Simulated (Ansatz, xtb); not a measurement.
GaH2InN−: which of two structures lies lower

Structure X is a singlet given by its coordinates and structure Y is a singlet given by its coordinates. Both are isolated ions in the gas phase, relaxed with B3LYP-D3(BJ)/def2-SVPD.

X (Å):

```xyz
5

Ga   -0.6430   -0.1370    2.4506
In    0.3085    1.9693   -0.3714
N    -0.4549    0.0725    0.6489
H    -0.6691   -0.6271   -0.0625
H     0.1022    1.1201   -2.0855
```

Close contacts (Å): Ga1–N3 1.82, In2–N3 2.29, In2–H5 1.92, N3–H4 1.02.

Y (Å):

```xyz
5

Ga   -1.1040   -1.1465    0.5028
In   -3.0574   -4.1804    1.6538
N    -2.0237   -2.5753    1.0460
H    -0.7668   -0.8196   -1.0389
H    -0.5077   -0.0237    1.4934
```

Close contacts (Å): Ga1–N3 1.78, In2–N3 2.00, Ga1–H4 1.61, Ga1–H5 1.61.

Estimate E(Y) − E(X) at the level CCSD(T)/def2-SVPD + ΔMP2/def2-TZVPPD.

Calculated at CCSD(T)/def2-SVPD + ΔMP2/def2-TZVPPD: E(Y) − E(X) = +7.7 kcal/mol, so structure X lies lower.

The same difference at several levels:

```
                               level                geometry  E(Y) − E(X) (kcal/mol)  departure from the last row (kcal/mol)  job, with rough time for the two
              B3LYP-D3(BJ)/def2-SVPD  B3LYP-D3(BJ)/def2-SVPD                     +15.0                                    +7.3                optimisation, 25 s
                        HF/def2-SVPD  B3LYP-D3(BJ)/def2-SVPD                     +18.8                                   +11.0           part of the CCSD(T) run
                       MP2/def2-SVPD  B3LYP-D3(BJ)/def2-SVPD                      +2.4                                    −5.3           part of the CCSD(T) run
                   CCSD(T)/def2-SVPD  B3LYP-D3(BJ)/def2-SVPD                      +9.5                                    +1.8                      single point
CCSD(T)/def2-SVPD + ΔMP2/def2-TZVPPD  B3LYP-D3(BJ)/def2-SVPD                      +7.7                                                        single point, 27 s
```

The levels shown agree on the order. The largest departure from CCSD(T)/def2-SVPD + ΔMP2/def2-TZVPPD is that of HF/def2-SVPD, 11.0 kcal/mol. Levels run at GFN2-xTB geometries aren't shown. The last row adds to CCSD(T) the change of the MP2 difference between the two basis sets, here −1.8 kcal/mol.

With harmonic frequencies from B3LYP-D3(BJ)/def2-SVPD (ideal gas, rigid rotor, one conformer each, 298.15 K, 1 atm): on the last row, ΔE + ΔZPE = +6.4 kcal/mol. A mode under 50 cm⁻¹ makes harmonic enthalpies and free energies unreliable, so none is given.

The T1 diagnostic of structure Y is large, so the coupled-cluster value is less sure. The correlated steps freeze 14 core orbitals; the filled d shell of Ga and In is correlated, in a basis made for valence electrons. Atoms past krypton carry core potentials in the def2 sets and no spin–orbit term is included. Codes used: Ansatz 0.2.0; the last row on 1 thread of AMD EPYC 9R45 96-Core Processor (Zen 5) on a shared host.
